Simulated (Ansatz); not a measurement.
Spectroscopic constants of NaCl-, multiplicity 2 (lowest of 2S+1 = 2, 4 at CCSD(T)/def2-TZVPP on PBE0 minima; our sources give no spin for the ground state, which may be another).

Constants: fifth-degree fit in 1/R to seven points, most abundant isotopes. Runs in def2 and cc sets follow the lowest solution found near the PBE0 minimum.

Codes used: Ansatz (a quantum-chemistry and plane-wave program). Values without a source in brackets are computed.

```
level                 r_e (Å)  ω_e (cm⁻¹)  ω_e x_e (cm⁻¹)  B_e (cm⁻¹)
--------------------  -------  ----------  --------------  ----------
SVWN5/def2-TZVPP        2.453         284             2.2       0.202
PBE/def2-TZVPP          2.506         268             2.1       0.194
r2SCAN/def2-TZVPP       2.498         275             2.1       0.195
B97M-V/def2-TZVPP       2.495         268             2.3       0.195
B3LYP/def2-TZVPP        2.508         268             2.2       0.193
PBE0/def2-TZVPP         2.494         274             2.2       0.195
BHLYP/def2-TZVPP        2.492         276             2.2       0.196
CAM-B3LYP/def2-TZVPP    2.487         276             2.2       0.197
wB97X-V/def2-TZVPP      2.498         276             2.1       0.195
wB97M-V/def2-TZVPP      2.506         267             2.2       0.193
B2PLYP/def2-TZVPP       2.498         272             2.2       0.195
CCSD/def2-TZVPP         2.496         273             2.1       0.195
CCSD/def2-QZVPP         2.487         281             2.7       0.197
CCSD(T)/def2-TZVPP      2.494         274             2.1       0.195
CCSD(T)/def2-QZVPP      2.486         281             2.7       0.197
```

Correlated levels freeze the inner cores; with def2 sets outer-core shells near the valence are correlated too.
